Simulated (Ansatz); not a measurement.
Program: Ansatz. Geometries: PBE0-D4/def2-TZVP. ΔE: electronic, gas phase. CCSD(T)/CBS is the MP2 limit (def2-TZVPP, def2-QZVPP) plus CCSD(T) − MP2 in def2-TZVPP, frozen cores. Functionals use def2-TZVPP. Elements past krypton have def2 core potentials. For Sn outer-core shells are correlated without core-valence functions, which leaves a few kJ/mol of doubt a bond. Each species was taken in one conformer, which may not be the lowest.

Reaction (substitution at a C–C bond): `CCC(=N)[SiH3]` + `C[NH][SnH]([F])[Cl]` → `CC[N](C)[SnH]([F])[Cl]` + `N=C[SiH3]`

Question: Is it downhill or uphill in electronic energy at CCSD(T)/CBS, and by how much? (Estimate.)

Answer: The calculation gave: Uphill: ΔE = +35.1 kJ/mol.

Question: What do these levels give: PBE-QIDH, revPBE, PBE0, HF/def2-SVP, HF/def2-QZVPP, SCS-MP2/def2-QZVPP? (An estimate is asked.)

Answer: Ansatz gave: PBE-QIDH 41.3, revPBE 44.8, PBE0 43.6, HF/def2-SVP 35.5, HF/def2-QZVPP 44.7, SCS-MP2/def2-QZVPP 36.8 kJ/mol.

Question: What do rigid-rotor, harmonic-oscillator terms from PBE0-D4/def2-TZVP frequencies (298.15 K, 1 bar) make of the CCSD(T)/CBS value? (An estimate is asked.)

Answer: Computed: ΔZPE = -1.5 kJ/mol, ΔH = +33.5 kJ/mol, ΔS = -12 J/(mol·K), ΔG = +37.2 kJ/mol. Modes under 50 cm⁻¹ make the entropy rough.

Largest T1 diagnostic among the species: 0.013.

Leaving LDA and LC-ωPBE aside and taking each functional with its dispersion term where it has one, the values, not all of them listed here, spread over 4.9 kJ/mol, from BLYP-D4 to r2SCAN0-D4. LDA lies −5.3 kJ/mol from PBE without D4. At CCSD(T), def2-SVP lies −6.6 kJ/mol from the extrapolated value and def2-TZVPP +1.1 kJ/mol.
